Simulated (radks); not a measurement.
The numbers below are computed, except where a source is named.
Effect of the nuclear size on the lanthanum ion La+, [Xe] 5d2. Level of theory: Dirac Kohn-Sham, PBE, spin-unpolarised, spherical densities, finite nucleus; open shells fill j = l - 1/2 first; Fermi nuclear charge, rms radius 4.855 fm (a radial shooting solver on a logarithmic mesh with Libxc functionals). The rms radius is varied about that value; shifts are against it.

rms radius (fm) = 3.9811: total energy shift (eV) -3.09; density at nucleus (e/bohr^3) 3.659e+05; 1s1/2 shift (meV) -1280; 2s1/2 shift (meV) -156; 4p1/2 shift (meV) 0.419; 5s1/2 shift (meV) -1.21; 5p1/2 shift (meV) 0.071; 6s1/2 (empty) shift (meV) -0.162
rms radius (fm) = 4.5928: total energy shift (eV) -0.977; density at nucleus (e/bohr^3) 3.556e+05; 1s1/2 shift (meV) -407; 2s1/2 shift (meV) -49.3; 4p1/2 shift (meV) 0.133; 5s1/2 shift (meV) -0.385; 5p1/2 shift (meV) 0.022; 6s1/2 (empty) shift (meV) -0.051
rms radius (fm) = 4.855: total energy shift (eV) 0; density at nucleus (e/bohr^3) 3.517e+05; 1s1/2 shift (meV) 0.000; 2s1/2 shift (meV) 0.000; 4p1/2 shift (meV) 0.000; 5s1/2 shift (meV) 0.000; 5p1/2 shift (meV) 0.000; 6s1/2 (empty) shift (meV) 0.000
rms radius (fm) = 5.3065: total energy shift (eV) 1.78; density at nucleus (e/bohr^3) 3.455e+05; 1s1/2 shift (meV) 742; 2s1/2 shift (meV) 90.0; 4p1/2 shift (meV) -0.242; 5s1/2 shift (meV) 0.702; 5p1/2 shift (meV) -0.041; 6s1/2 (empty) shift (meV) 0.094
rms radius (fm) = 5.6852: total energy shift (eV) 3.38; density at nucleus (e/bohr^3) 3.407e+05; 1s1/2 shift (meV) 1410; 2s1/2 shift (meV) 170; 4p1/2 shift (meV) -0.458; 5s1/2 shift (meV) 1.33; 5p1/2 shift (meV) -0.077; 6s1/2 (empty) shift (meV) 0.178

Slopes of the eigenvalues against <r^2> in GHz/fm^2, as finite differences over the two radii next to the reference (eigenvalue slopes, not the field-shift constants of lines): 1s1/2 39300, 2s1/2 4770, 4p1/2 -12.8, 5s1/2 37.2, 5p1/2 -2.17, 6s1/2 (empty) 4.97.
